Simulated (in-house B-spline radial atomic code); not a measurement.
**Removing one electron from neutral calcium**

Closed shell [Ar] 4s2. Computed with a B-spline radial code for spherical atoms: Koopmans values of Dirac-Hartree-Fock plus a diagonal self-energy, in second order or with its direct term screened (direct RPA, with the hole-particle interaction, or full time-dependent Hartree-Fock), linearised in energy; no-pair Dirac-Coulomb Hamiltonian, finite nucleus. Shifts add to the Koopmans value (the ΔSCF shift is orbital relaxation alone); the final value takes TDHF screening with Breit and QED.

Command:
```bash
python run_mb.py task.json out
```
Settings (nuclear radius in fm, box in bohr, cutoff in hartree):
```
basis_form          2
Z                   20
core_configuration  [Ar] 4s2
rms_radius          3.4776
mass_number         40
speed_of_light      137.036
box_radius          30.116
lmax                7
intervals           67
virtual_cutoff      1600.0
```

Time taken, with all properties: 5.6 s on 1 thread of Intel(R) Xeon(R) 6975P-C (shared host).

Energies in eV:

```json
{"subshell": "4s1/2", "Koopmans": "5.342", "ΔSCF shift": "-0.201", "second order": "?", "direct RPA": "?", "hole-particle": "?", "TDHF": "?", "Breit + QED": "?", "final": "?"}
```

(1) What does the self-energy do to 4s1/2?

Answers

(1) It shifts the removal energy by 0.809 eV in second order, 0.402 with direct RPA, 0.314 with the hole-particle term and 0.492 with TDHF screening (quasi-particle weight 0.881); Breit and QED add -0.001 eV. The final value is 5.832 eV, against 6.113 eV (NIST, measured). The mixing of s² with p² in the ground state is caught to low order only, which falls short in light ions.
